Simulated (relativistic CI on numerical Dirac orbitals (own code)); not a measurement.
**Calculated levels, Tm XXI**

These numbers are calculated, not measured: Dirac-Coulomb-Breit CI, orbitals from a KLI potential per configuration, a model potential for QED, unscaled Slater integrals (own radial code, finite nucleus).

Configuration list (outside the closed core [Ar] 3d10): 4s²4p⁶4d¹⁰4f³, 4s²4p⁶4d¹⁰4f²5s, 4s²4p⁶4d¹⁰4f5s², 4s²4p⁶4d¹⁰4f²5p, 4s²4p⁶4d¹⁰4f5s5p, 4s²4p⁶4d⁹4f⁴, 4s²4p⁶4d¹⁰4f5p², 4s²4p⁶4d¹⁰4f5s5d, 4s²4p⁶4d¹⁰4f²5d, 4s²4p⁶4d¹⁰4f5p5d, 4s²4p⁶4d⁹4f²5s², 4s²4p⁵4d¹⁰4f⁴, 4s²4p⁶4d¹⁰4f²5f, 4s²4p⁶4d⁹4f³5s, 4s²4p⁶4d¹⁰4f5d², 4s²4p⁶4d¹⁰4f²6s, 4s²4p⁶4d⁹4f²5s5p, 4s²4p⁶4d¹⁰4f²6p, 4s²4p⁶4d⁹4f³5p, 4s²4p⁶4d¹⁰4f²5g, 4s4p⁶4d¹⁰4f⁴, 4s²4p⁶4d¹⁰4f²6d, 4s²4p⁶4d¹⁰4f²6f, 4s²4p⁵4d¹⁰4f²5s², 4s²4p⁶4d¹⁰4f²7s, 4s²4p⁶4d⁸4f³5s², 4s²4p⁶4d¹⁰4f²7p, 4s²4p⁵4d¹⁰4f²5s5p, 4s4p⁶4d¹⁰4f²5s². Levels of other configurations are missing.

The lowest level is 4s²4p⁶4d¹⁰4f³ ⁴I°9/2, with 90 % of that term; Hund's rules for 4s²4p⁶4d¹⁰4f³ give ⁴I° with J = 9/2, in agreement.

| No. | Configuration | Term | J | E (eV) | % | Next component (%) | Lifetime (s) |
| --- | --- | --- | --- | --- | --- | --- | --- |
| 1 | 4s²4p⁶4d¹⁰4f³ | ⁴I° | 9/2 | 0.0000 | 90 | 9 ²H° |  |
| 2 | 4s²4p⁶4d¹⁰4f³ | ⁴I° | 11/2 | 1.2996 | 97 | 3 ²H° | 2.19e-02 |
| 3 | 4s²4p⁶4d¹⁰4f³ | ⁴I° | 13/2 | 2.5287 | 97 | 2 ²K° | 2.23e-02 |
| 4 | 4s²4p⁶4d¹⁰4f³ | ⁴I° | 15/2 | 3.6834 | 93 | 7 ²K° | 4.02e-02 |
| 5 | 4s²4p⁶4d¹⁰4f³ | ⁴F° | 3/2 | 3.7731 | 79 | 16 ²D° |  |
| 6 | 4s²4p⁶4d¹⁰4f³ | ²H° | 9/2 | 4.1594 | 49 | 29 ²G° | 8.90e-03 |
| 7 | 4s²4p⁶4d¹⁰4f³ | ⁴F° | 5/2 | 4.5999 | 92 | 6 ²D° | 9.60e-02 |
| 8 | 4s²4p⁶4d¹⁰4f³ | ⁴F° | 7/2 | 5.0506 | 68 | 29 ²G° | 1.22e-01 |
| 9 | 4s²4p⁶4d¹⁰4f³ | ⁴S° | 3/2 | 5.0844 | 78 | 15 ²P° | 1.35e-01 |
| 10 | 4s²4p⁶4d¹⁰4f³ | ⁴G° | 5/2 | 5.7927 | 94 | 4 ²F° | 2.63e-01 |
| 11 | 4s²4p⁶4d¹⁰4f³ | ⁴F° | 9/2 | 5.9555 | 67 | 25 ²H° | 1.22e-02 |
| 12 | 4s²4p⁶4d¹⁰4f³ | ⁴G° | 7/2 | 6.1727 | 50 | 28 ²G° | 2.31e-02 |
| 13 | 4s²4p⁶4d¹⁰4f³ | ²H° | 11/2 | 6.2202 | 84 | 12 ⁴G° | 8.92e-03 |
| 14 | 4s²4p⁶4d¹⁰4f³ | ²K° | 13/2 | 6.6562 | 95 | 3 ²I° | 7.96e-03 |
| 15 | 4s²4p⁶4d¹⁰4f³ | ⁴G° | 7/2 | 7.1440 | 46 | 43 ²G° | 1.43e-02 |
| 16 | 4s²4p⁶4d¹⁰4f³ | ²D° | 3/2 | 7.4630 | 40 | 27 ²P° | 5.98e-03 |
| 17 | 4s²4p⁶4d¹⁰4f³ | ⁴G° | 9/2 | 7.4891 | 86 | 9 ²H° | 1.26e-02 |
| 18 | 4s²4p⁶4d¹⁰4f³ | ²K° | 15/2 | 7.7420 | 74 | 20 ²L° | 6.60e-03 |
| 19 | 4s²4p⁶4d¹⁰4f³ | ²P° | 1/2 | 8.1321 | 79 | 21 ⁴D° | 1.38e-02 |
| 20 | 4s²4p⁶4d¹⁰4f³ | ⁴G° | 11/2 | 8.4649 | 74 | 24 ²H° | 2.48e-02 |
| 21 | 4s²4p⁶4d¹⁰4f³ | ²G° | 9/2 | 8.6102 | 60 | 20 ⁴F° | 6.05e-03 |
| 22 | 4s²4p⁶4d¹⁰4f³ | ²D° | 5/2 | 8.6399 | 91 | 6 ⁴F° | 1.02e-02 |
| 23 | 4s²4p⁶4d¹⁰4f³ | ⁴D° | 5/2 | 9.4988 | 61 | 31 ²D° | 1.19e-02 |
| 24 | 4s²4p⁶4d¹⁰4f³ | ⁴D° | 3/2 | 9.5417 | 62 | 32 ²D° | 4.17e-02 |
| 25 | 4s²4p⁶4d¹⁰4f³ | ²I° | 11/2 | 9.7658 | 74 | 17 ²H° | 1.37e-02 |
| 26 | 4s²4p⁶4d¹⁰4f³ | ²D° | 3/2 | 10.2130 | 44 | 43 ²P° | 4.09e-03 |
| 27 | 4s²4p⁶4d¹⁰4f³ | ⁴D° | 1/2 | 10.2751 | 79 | 21 ²P° | 2.77e-02 |
| 28 | 4s²4p⁶4d¹⁰4f³ | ²L° | 15/2 | 10.4424 | 80 | 19 ²K° | 7.40e-03 |
| 29 | 4s²4p⁶4d¹⁰4f³ | ²I° | 13/2 | 10.7163 | 97 | 3 ²K° | 1.43e-02 |
| 30 | 4s²4p⁶4d¹⁰4f³ | ²L° | 17/2 | 11.0376 | 100 |  | 1.86e-02 |
| 31 | 4s²4p⁶4d¹⁰4f³ | ⁴D° | 7/2 | 11.0379 | 96 | 4 ²F° | 2.27e-02 |
| 32 | 4s²4p⁶4d¹⁰4f³ | ²H° | 9/2 | 11.2650 | 93 | 5 ²G° | 8.58e-03 |
| 33 | 4s²4p⁶4d¹⁰4f³ | ²D° | 3/2 | 12.1272 | 67 | 26 ⁴D° | 5.28e-03 |
| 34 | 4s²4p⁶4d¹⁰4f³ | ²F° | 5/2 | 12.2904 | 41 | 31 ⁴D° | 3.24e-03 |
| 35 | 4s²4p⁶4d¹⁰4f³ | ²H° | 11/2 | 12.4123 | 72 | 22 ²I° | 4.96e-03 |
| 36 | 4s²4p⁶4d¹⁰4f³ | ²F° | 5/2 | 14.0513 | 47 | 46 ²D° | 2.59e-03 |
| 37 | 4s²4p⁶4d¹⁰4f³ | ²F° | 7/2 | 14.3087 | 93 | 3 ⁴D° | 3.00e-03 |
| 38 | 4s²4p⁶4d¹⁰4f³ | ²G° | 9/2 | 16.0607 | 97 | 3 ²H° | 6.66e-03 |
| 39 | 4s²4p⁶4d¹⁰4f³ | ²G° | 7/2 | 16.5206 | 95 | 5 ²F° | 9.31e-03 |
| 40 | 4s²4p⁶4d¹⁰4f³ | ²F° | 7/2 | 22.5314 | 96 | 3 ²G° | 1.50e-03 |
| 41 | 4s²4p⁶4d¹⁰4f³ | ²F° | 5/2 | 23.1291 | 100 |  | 2.12e-03 |
| 42 | 4f²(3H)5s | ⁴H | 7/2 | 53.0057 | 93 | 6 ²G | 6.00e-06 |
| 43 | 4f²(3H)5s | ⁴H | 9/2 | 53.5689 | 73 | 18 ²H | 4.17e-06 |
| 44 | 4f²(3H)5s | ⁴H | 11/2 | 54.9358 | 92 | 7 ²H | 4.09e-06 |
| 45 | 4f²(3F)5s | ⁴F | 3/2 | 54.9842 | 93 | 6 ²D | 1.32e-06 |
| 46 | 4f²(3F)5s | ⁴F | 5/2 | 55.4132 | 83 | 11 ²F | 1.23e-06 |
| 47 | 4f²(3H)5s | ²H | 9/2 | 55.5930 | 61 | 25 ⁴H | 1.40e-06 |
| 48 | 4f²(3F)5s | ⁴F | 7/2 | 56.2375 | 87 | 10 ²G | 1.39e-06 |
| 49 | 4f²(3H)5s | ⁴H | 13/2 | 56.2946 | 98 | 2 ²I | 4.00e-06 |
| 50 | 4f²(3F)5s | ⁴F | 9/2 | 56.4718 | 53 | 29 ²G | 1.57e-06 |
| 51 | 4f²(1G)5s | ²G | 7/2 | 57.0700 | 58 | 30 ²F | 1.32e-06 |
| 52 | 4f²(3F)5s | ²F | 5/2 | 57.2675 | 82 | 14 ⁴F | 8.71e-07 |
| 53 | 4f²(3H)5s | ²H | 11/2 | 57.6384 | 90 | 7 ⁴H | 9.13e-07 |
| 54 | 4f²(1G)5s | ²G | 9/2 | 58.5315 | 54 | 42 ⁴F | 1.56e-06 |
| 55 | 4f²(3F)5s | ²F | 7/2 | 59.3158 | 69 | 25 ²G | 8.37e-07 |
| 56 | 4f²(1D)5s | ²D | 5/2 | 60.3608 | 60 | 31 ⁴P | 5.55e-07 |
| 57 | 4f²(1D)5s | ²D | 3/2 | 60.5301 | 74 | 11 ⁴P | 5.62e-07 |
| 58 | 4f²(3P)5s | ⁴P | 1/2 | 61.0408 | 94 | 3 ²S | 6.94e-07 |
| 59 | 4f²(3P)5s | ⁴P | 3/2 | 61.7087 | 86 | 7 ²P | 4.91e-07 |
| 60 | 4f²(1I)5s | ²I | 13/2 | 61.8392 | 98 | 2 ⁴H | 5.71e-07 |
| 61 | 4f²(1I)5s | ²I | 11/2 | 61.8605 | 97 | 2 ²H | 5.28e-07 |
| 62 | 4f²(3P)5s | ⁴P | 5/2 | 62.8524 | 68 | 30 ²D | 4.47e-07 |
| 63 | 4f²(3P)5s | ²P | 1/2 | 62.8870 | 95 | 3 ⁴P | 1.85e-07 |
| 64 | 4f²(3P)5s | ²P | 3/2 | 63.9619 | 84 | 13 ²D | 1.94e-07 |
| 65 | 4f²(1S)5s | ²S | 1/2 | 71.4621 | 95 | 2 ⁴P | 1.73e-07 |
| 66 | 4f²(3H)5p | ⁴I° | 9/2 | 88.2447 | 60 | 31 ²H° | 9.95e-11 |
| 67 | 4f²(3H)5p | ⁴H° | 7/2 | 89.0950 | 47 | 36 ²G° | 9.48e-11 |
| 68 | 4f²(3F)5p | ⁴G° | 5/2 | 90.4276 | 71 | 24 ²F° | 9.71e-11 |
| 69 | 4f²(3H)5p | ⁴H° | 9/2 | 90.4676 | 39 | 28 ⁴G° | 9.67e-11 |
| 70 | 4f²(3H)5p | ⁴I° | 11/2 | 90.4786 | 51 | 19 ⁴H° | 9.55e-11 |

Energies count from the lowest computed level; ° marks odd parity; lifetimes are radiative, by E1, M1, E2, M2 decay to levels of this space only; some are left blank where a channel outside the calculation adds to the decay or the decay crosses a small, uncertain gap. Percentages are summed over parent terms; the parents shown are those of the largest component, closed shells are left out there.

The mean weight of the leading LS term, summed over parents, in these 70 levels is 77 %, and that of the leading jj configuration (from the same eigenvectors) 73 %.

At this charge transitions that keep the count of f electrons are usually good to a few per cent. Terms inside the open d or f shell come out 10 to 20 % too wide with unscaled integrals. Levels that differ in their count of f electrons can be misplaced by several ten thousand cm⁻¹, since the correlation energy of f electrons is missing or only estimated; rates across such gaps can be off by orders of magnitude.

Landé's interval rule says that E(J) − E(J−1) = AJ with one A. For the ground term the intervals give A = 1905.8, 1525.1, 1241.8 cm⁻¹ for J = 11/2, 13/2, 15/2; the multiplet is regular.

LS names give the leading component of a level, which can be under half, so a name can repeat, a term be missing and a line seem to break the LS rules.
